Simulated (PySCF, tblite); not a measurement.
One entry of a table of gas-phase calculations, keyed by method. Lists by class give the value and the number of equivalent atoms.

```json
{
 "formula": "C7H12N",
 "smiles": "C/C=[C]\\[C@@H]1CCN1C",
 "charge": 0,
 "multiplicity": 2,
 "geometry_level": "GFN2-xTB",
 "atoms_angstrom": [
  ["C", 2.535, 0.65, -0.241],
  ["C", 2.201, -0.807, 0.012],
  ["C", 1.014, -1.295, 0.181],
  ["C", -0.393, -0.971, 0.212],
  ["C", -1.218, -1.258, -1.06],
  ["C", -1.789, 0.152, -0.899],
  ["N", -0.732, 0.478, 0.057],
  ["C", -1.089, 1.205, 1.243],
  ["H", 3.167, 1.024, 0.564],
  ["H", 3.082, 0.739, -1.178],
  ["H", 1.622, 1.234, -0.293],
  ["H", 3.069, -1.458, 0.051],
  ["H", -0.867, -1.4, 1.11],
  ["H", -0.591, -1.368, -1.941],
  ["H", -1.924, -2.081, -0.999],
  ["H", -1.778, 0.796, -1.781],
  ["H", -2.794, 0.156, -0.458],
  ["H", -0.225, 1.239, 1.906],
  ["H", -1.935, 0.754, 1.788],
  ["H", -1.36, 2.223, 0.962]
 ],
 "electronic_structure_code": "PySCF",
 "results": {
  "GFN2-xTB geometry": {
   "point_group": "C1",
   "rotational_constants_GHz": [3.108, 1.55, 1.26]
  },
  "GFN2-xTB harmonic vibrations, gas phase": {
   "strongest_ir_bands_cm-1_km_per_mol_modes": [
    [2825.1, 139.3, 1],
    [2874.7, 89.2, 1],
    [2961.2, 55.0, 1],
    [2993.0, 42.0, 1],
    [3010.4, 35.0, 1],
    [3022.2, 53.3, 1]
   ],
   "zpe_kcal_per_mol": 107.3
  },
  "UKS B3LYP, pcH-1 on C H N, non-relativistic, mean-field spin-orbit, GIAO": {
   "g_iso": 2.00223,
   "g_tensor": [2.00167, 2.00217, 2.00284],
   "s2": 0.758,
   "a_iso_by_class_MHz": [
    ["13C", 238.7, 1],
    ["1H", 116.6, 1],
    ["13C", 73.9, 1],
    ["14N", 36.9, 1],
    ["13C", 26.3, 1]
   ],
   "spin_populations_mulliken_by_atom": [0.08, -0.15, 0.99, -0.04, 0.01, 0.01, 0.06, 0.0, 0.0, 0.0, -0.01, 0.05, 0.01, 0.0, 0.0, 0.0, 0.0, 0.0, 0.0, 0.0]
  }
 }
}
```

g_iso is shifted by about -90 ppm from the free-electron value 2.002319; the principal values span 0.0012. ⟨S²⟩ is 0.008 above the pure-spin value S(S + 1) = 0.75. The zero-point energy, half the sum of the 54 harmonic wavenumbers, equals 37530 cm⁻¹ or 449 kJ/mol. With B = h/(8π²I), that is 505.379 GHz u Å² over I, the principal moments of inertia are 162.6, 326.0 and 401.1 u Å² (most abundant isotopes); the inertial defect Ic − Ia − Ib is -87.5 u Å² (zero for a rigid planar frame, negative otherwise).

One conformer (not necessarily the lowest) at the GFN2-xTB geometry, without solvent or vibrations. In GFN2-xTB open shells enter through the occupations alone, without spin polarisation, so single modes can be far off. Hyperfine couplings depend on the geometry, which wasn't re-optimised at a DFT level. Couplings of like nuclei are plain means over topologically equivalent atoms, as if these changed places fast (by rotation of a methyl-like group, say); in this geometry the members of some sets differ.

Conformer computed: `[CH3:1]/[CH:2]=[C:3]\[C@@H:4]1[CH2:5][CH2:6][N:7]1[CH3:8]`: C2–C3–C4–C5 99°.
